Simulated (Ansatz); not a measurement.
Ideal-gas functions of C₂H₅ISn, SMILES `[I][SnH]1[CH2][CH2]1` at 500 K and 1 bar, from an Ansatz frequency run at PBE0-D4/def2-TZVP.

Molar mass 274.68 g/mol, point group C1 (symmetry number 1), electronic degeneracy 1, moments of inertia 166.683, 575.48, 703.303 u Å². Harmonic wavenumbers (cm⁻¹, unscaled): 82, 105, 166, 181, 282, 443, 491, 545, 823, 975, 999, 1038, 1236, 1346, 1460, 1615, 1706, 3151, 3170, 3239, 3270.

Use S(trans) = R[1.5 ln M + 2.5 ln T − 1.1517]; rotational temperatures θ = 24.2544 K / I; S(rot) = R[ln(√π/σ · √(T³/θAθBθC)) + 1.5]; for each mode x = 1.438777 ν̃/T, S = R[x/(eˣ − 1) − ln(1 − e⁻ˣ)] and H = RT x/(eˣ − 1); 1 cm⁻¹ = 0.0119627 kJ/mol; R = 8.31446 J/(mol·K).

Task: By hand: the entropy, in J/(mol·K).

Result: Translation 189.6. Rotation: θ = 0.1455, 0.0421, 0.0345 K, giving 129.9. Vibration, mode by mode: 20.34, 18.30, 14.54, 13.83, 10.28, 6.84, 6.10, 5.38, 2.85, 2.02, 1.91, 1.75, 1.11, 0.86, 0.66, 0.45, 0.37, 0.01, 0.01, 0.01, 0.01, in all 107.6. Electronic 0.0. Sum 427.1 J/(mol·K).

Task: By hand: H − E and G − E in kJ/mol, counted from the electronic energy.

Result: Zero-point energy ½ × 26323 × 0.0119627 = 157.4; thermal vibration 26.6; translation, rotation and pV give 4 RT = 16.6. H − E = 200.6 kJ/mol, and G − E = 200.6 − 500 × 427.1/1000 = -12.9 kJ/mol.

Vibration gives 25 % of the entropy, 38.6 J/(mol·K) of it from the modes under 150 cm⁻¹: soft modes count most, and the harmonic formula is weakest for them. The sum counts one conformer and one mirror image; others add a mixing term.
